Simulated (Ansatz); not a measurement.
```yaml
crystal:
  periodic: [false, false, false]
  atoms:
    - {symbol: N, position_ang: [-1.257647, 0.176326, -0.389146]}
    - {symbol: Ga, position_ang: [-0.073265, -0.074877, -0.029442]}
    - {symbol: N, position_ang: [0.144330, -1.344975, 0.004545]}
    - {symbol: Ga, position_ang: [1.070538, 1.095586, 0.431580]}
    - {symbol: H, position_ang: [-1.713446, -0.230640, -0.604475]}
    - {symbol: H, position_ang: [-1.468682, 0.739173, -0.591814]}
    - {symbol: H, position_ang: [0.619139, -1.393804, 0.249405]}
    - {symbol: H, position_ang: [-0.294558, -1.836267, -0.124301]}
    - {symbol: H, position_ang: [1.539568, 1.304265, -0.283329]}
    - {symbol: H, position_ang: [0.973328, 1.267268, 1.255853]}
basis:
  gaussian: {orbitals: def2-mTZVP, fitting: {mean_field: cc-pVTZ-jkfit}, point_charges: [{charge: -1.00, position_ang: [6.382, -0.210, -0.370]}]}
hamiltonian: {xc: {name: LC-wPBE}, pseudopotentials: {relativity: scalar}}
```

```sh
$ ansatz run in.yaml --threads 4 --pin off --events-out ev --progress --plain --max-ram 10444MiB
```

It prints (some lines left out):

```
Functional definition: LC-wPBE
752 factors; integrals over basis functions are off by at most 2.1e-2 eV
752 factors; integrals over basis functions are off by at most 9.8e-7 eV
mean field evaluation 1: about -108528.9198 eV, gradient 1.3e2 eV
mean field evaluation 2: about -108532.6489 eV, gradient 1.1e2 eV
mean field evaluation 4: about -108551.7080 eV, gradient 1.1e1 eV
mean field evaluation 8: about -108551.8262 eV, gradient 3.1e-1 eV
mean field evaluation 16: about -108551.8265 eV, gradient 2.4e-4 eV
mean field -108551.82650648 eV, -3989.2060450425 hartree, gradient 8.2e-6 eV, S^2 0.000000; 0 other end points of the search recorded, 0 dependent functions left out
reference -108551.82650649 eV, -3989.2060450427 hartree; 41, 41 occupied and 87, 87 virtual orbitals, 752 factors
Total energy: -108551.82650649 eV, -3989.2060450427 hartree
Relativity: scalar
```

(1) Something in this input is off. What?

Results:

(1) The geometry is squeezed to about two thirds of its size. Self-consistency was reached. The result belongs to that input, not to the molecule as meant.
